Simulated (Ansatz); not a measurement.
Geometry optimisation, RKS LDA/def2-SVP (Ansatz).

input.yaml

```yaml
crystal:
  periodic: [false, false, false]
  atoms:
    - { symbol: Ge, position_ang: [0.0, 0.0, 0.0] }
    - { symbol: F, position_ang: [0.0, 0.0, 1.68] }
    - { symbol: H, position_ang: [1.4616, 0.0, -0.5162] }
    - { symbol: H, position_ang: [-0.73, 1.2648, -0.5162] }
    - { symbol: H, position_ang: [-0.73, -1.2648, -0.5162] }
basis:
  gaussian: { orbitals: def2-SVP }
hamiltonian:
  xc: lda
relax:
  f_tol: 0.02
  max_steps: 40
output:
  orbitals: {}
```

Command:

```bash
$ ansatz run input.yaml --threads 1 --pin off --max-ram 2048MiB --backend cpu --events-out ev --progress --plain --runs-dir out
```

Where does it end, and by what steps?

The forces met the threshold. After 3 steps the energy has fallen by 0.065 eV; Ge1 moved furthest, 0.06 Å.

```json
{"step": "0", "energy less start (eV)": "0.0000", "largest force component (eV/Å)": "2.270", "accepted": "yes"}
{"step": "1", "energy less start (eV)": "-0.0518", "largest force component (eV/Å)": "0.964", "accepted": "yes"}
{"step": "2", "energy less start (eV)": "-0.0620", "largest force component (eV/Å)": "0.315", "accepted": "yes"}
{"step": "3", "energy less start (eV)": "-0.0650", "largest force component (eV/Å)": "0.012", "accepted": "yes"}
```

```xyz
5
Properties=species:S:1:pos:R:3
Ge 0.000 0.000 -0.056
F 0.000 0.000 1.679
H 1.479 0.000 -0.497
H -0.739 1.281 -0.497
H -0.739 -1.281 -0.497
```

Whether the end is a true minimum wasn't checked by a vibrational analysis.

Time of the run: 3.1 s on 1 thread of Arm Neoverse V2, on a shared host, peak memory 0.1 GiB.
